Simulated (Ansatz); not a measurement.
Single points on the cluster P7S2⁺.

```yaml
crystal:
  periodic: [false, false, false]
  atoms:
    - {symbol: P, position_ang: [-2.020601, -0.434640, -0.347096]}
    - {symbol: P, position_ang: [-1.380799, 1.090566, -1.929826]}
    - {symbol: P, position_ang: [1.945137, 0.115213, 1.407266]}
    - {symbol: P, position_ang: [1.060830, 1.467320, -0.276680]}
    - {symbol: P, position_ang: [0.724715, 0.065411, -1.978105]}
    - {symbol: P, position_ang: [-0.246456, -1.642293, -0.847763]}
    - {symbol: P, position_ang: [0.872785, -1.861831, 1.174172]}
    - {symbol: S, position_ang: [-1.093072, 1.508802, 0.304016]}
    - {symbol: S, position_ang: [0.137469, -0.308547, 2.494025]}
basis:
  gaussian: {orbitals: def2-TZVP, initial_orbitals: start.molden}
total_charge: 1
hamiltonian: {xc: pbe0, dispersion: d4}
scf: {omitted_lower_state_checks: [starts]}
output: {orbitals: {seedname: orbitals}}
```

The file start.molden holds the orbitals of an earlier run on this structure, at another level or in another basis.

```sh
$ ansatz run in.yaml --threads 4 --pin off --events-out ev --progress --plain --max-ram 4787MiB
```

Output, abridged:

```
Functional definition: PBE0
2516 factors; their error is unknown
mean field evaluation 1: about -86534.5375 eV, gradient 2.6e2 eV
mean field evaluation 2: about -86577.7147 eV, gradient 6.6e1 eV
mean field evaluation 4: about -86647.2616 eV, gradient 1.8e1 eV
mean field evaluation 8: about -86658.5406 eV, gradient 1.5e-1 eV
mean field -86658.54079141 eV, -3184.6426348158 hartree, gradient 2.5e-5 eV, S^2 0.000000; 0 other end points of the search recorded, 0 dependent functions left out
reference -86658.54082404 eV, -3184.6426360147 hartree; 68, 68 occupied and 265, 265 virtual orbitals, 2516 factors
Total energy: -86659.47666389 eV, -3184.6770274950 hartree
Checks for a lower state left out: starts
```

Run time 25 s (4 threads of Arm Neoverse V1 on a shared host), peak host memory 1.9 GiB.

First input, but with `hamiltonian: {xc: hse06, dispersion: d4}` (abridged; 19 s):

```
Functional definition: HSE06
mean field -86656.93506942 eV, -3184.5836256208 hartree, gradient 4.9e-5 eV, S^2 0.000000
Total energy: -86657.82924678 eV, -3184.6164860327 hartree
Checks for a lower state left out: starts
```

As the first input, with `gaussian: {orbitals: def2-SVP, initial_orbitals: start.molden}`, `correlation: {method: ccsd_t}` and without the key `hamiltonian` (abridged; 29 s):

```
Functional definition: HF
mean field evaluation 16: about -86495.6402 eV, gradient 8.8e-1 eV
mean field evaluation 32: about -86495.3104 eV, gradient 3.6e0 eV
mean field -86504.55174519 eV, -3178.9836417447 hartree, gradient 2.0e-6 eV, S^2 0.000000
45 core orbitals not correlated: weight in the atoms' cores, before any rotation towards them, 1.000 or more for the frozen orbitals, at most 0.000 for the correlated occupied ones
second order -28.64758707 eV of doubles, -0.00000000 eV of singles
cycle   1  -28.88760181 eV  change   -2.4e-1 eV  update   2.1e-1
cycle   2  -30.07329097 eV  change    -1.2e0 eV  update   7.0e-2
cycle   3  -30.38148138 eV  change   -3.1e-1 eV  update   4.1e-2
cycle   4  -30.36980763 eV  change    1.2e-2 eV  update   1.3e-2
cycle   5  -30.36598903 eV  change    3.8e-3 eV  update   8.3e-3
cycle   6  -30.36804318 eV  change   -2.1e-3 eV  update   3.1e-3
cycle   7  -30.36621960 eV  change    1.8e-3 eV  update   1.5e-3
cycle   8  -30.36572283 eV  change    5.0e-4 eV  update   5.6e-4
cycle   9  -30.36611465 eV  change   -3.9e-4 eV  update   2.7e-4
cycle  10  -30.36610910 eV  change    5.5e-6 eV  update   1.2e-4
cycle  11  -30.36604743 eV  change    6.2e-5 eV  update   5.9e-5
cycle  12  -30.36610529 eV  change   -5.8e-5 eV  update   2.6e-5
cycle  13  -30.36610606 eV  change   -7.6e-7 eV  update   1.3e-5
perturbative correction -1.88614859 eV, -0.0693146821 hartree
Total energy: -86536.80399984 eV, -3180.1688902415 hartree
Checks for a lower state left out: starts
```

First input, but with `hamiltonian: {xc: {name: BHLYP}, dispersion: d4}` (abridged; 20 s):

```
Functional definition: BHLYP
mean field -86688.28850683 eV, -3185.7358431937 hartree, gradient 3.5e-5 eV, S^2 0.000000
Total energy: -86689.92543389 eV, -3185.7959991537 hartree
Checks for a lower state left out: starts
```

The first input with `hamiltonian: {xc: pbe, dispersion: d4}`, `output: {forces: true, orbitals: {seedname: orbitals}}` (abridged; 9 s):

```
Functional definition: PBE
mean field -86652.43184300 eV, -3184.4181351023 hartree, gradient 1.5e-5 eV, S^2 0.000000
Total energy: -86653.50915984 eV, -3184.4577257661 hartree
Atom 0 force     0.422566     0.323621    -0.153573 eV/Å
Atom 1 force     0.324993    -0.241411     0.569608 eV/Å
Atom 2 force    -0.468269    -0.142621    -0.001912 eV/Å
Atom 3 force    -0.412848    -0.331426     0.003473 eV/Å
Atom 4 force    -0.349546     0.101977     0.297370 eV/Å
Atom 5 force     0.011023     0.350903     0.119749 eV/Å
Atom 6 force    -0.098877     0.463379     0.021708 eV/Å
Atom 7 force     0.167344    -0.334750    -0.563914 eV/Å
Atom 8 force     0.403614    -0.189673    -0.292510 eV/Å
Dipole moment:    -0.124816     0.088803    -0.252965 e Å
Checks for a lower state left out: starts
```

First input, but with `hamiltonian: {xc: r2scan, dispersion: d4}` (abridged; 16 s):

```
Functional definition: r2SCAN
mean field -86684.26378029 eV, -3185.5879372215 hartree, gradient 2.1e-5 eV, S^2 0.000000
Total energy: -86684.50375425 eV, -3185.5967561017 hartree
Checks for a lower state left out: starts
```

The first input with `gaussian: {orbitals: def2-SVP, initial_orbitals: start.molden}` (abridged; 4.6 s):

```
Functional definition: PBE0
mean field -86627.85849932 eV, -3183.5150813784 hartree, gradient 2.4e-5 eV, S^2 0.000000
Total energy: -86628.79436244 eV, -3183.5494737138 hartree
Checks for a lower state left out: starts
```

Geometry: PBE-D4/def2-SVP.

HSE06 is defined as in plane-wave codes, on full-range PBE exchange. Correlated methods freeze 45 core orbitals. At CCSD(T)/def2-SVP T1 of the charge 1 singlet is large (up to 0.023), so the single-reference result is doubtful. Another isomer (singlet) lies 0.38 eV lower at PBE0-D4/def2-TZVP; other spin states weren't run for this one.
